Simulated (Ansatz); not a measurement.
Sn(SiH3)H3 (SiSnH₆). The state is a triplet with charge 0. Geometry PBE-D4/def2-TZVP, that of the neutral singlet; atoms count from 1.

Cartesian coordinates in Å:
```
Sn 0.658 1.055 0.134
Si -0.697 -1.117 -0.141
H -1.982 -1.023 0.618
H 0.084 -2.282 0.378
H -1.007 -1.352 -1.585
H 0.945 1.393 1.796
H -0.184 2.394 -0.545
H 2.183 0.931 -0.655
```

In the def2 sets Sn takes a core potential; there is no spin–orbit coupling. At PBE0-D4/def2-TZVP a singlet of charge 0 lies 5.90 eV below the triplet at the same geometry.

Question: Estimate the Mulliken populations from the PBE0/def2-TZVP orbitals of Ansatz.

Answer: 
```json
{"atom": "Sn1", "charge (e)": "0.14", "spin (α − β)": "0.68"}
{"atom": "Si2", "charge (e)": "-0.12", "spin (α − β)": "0.93"}
{"atom": "H3", "charge (e)": "0.03", "spin (α − β)": "0.02"}
{"atom": "H4", "charge (e)": "0.03", "spin (α − β)": "0.02"}
{"atom": "H5", "charge (e)": "0.03", "spin (α − β)": "0.02"}
{"atom": "H6", "charge (e)": "-0.04", "spin (α − β)": "0.11"}
{"atom": "H7", "charge (e)": "-0.04", "spin (α − β)": "0.11"}
{"atom": "H8", "charge (e)": "-0.04", "spin (α − β)": "0.11"}
```
Mulliken values depend strongly on the basis.

Question: Where does the spin sit?

Answer: Summed by element: Sn 0.68, Si 0.93, H 0.39, of 2 unpaired in all. Largest on single atoms: Si2 0.93, Sn1 0.68, H6 0.11.
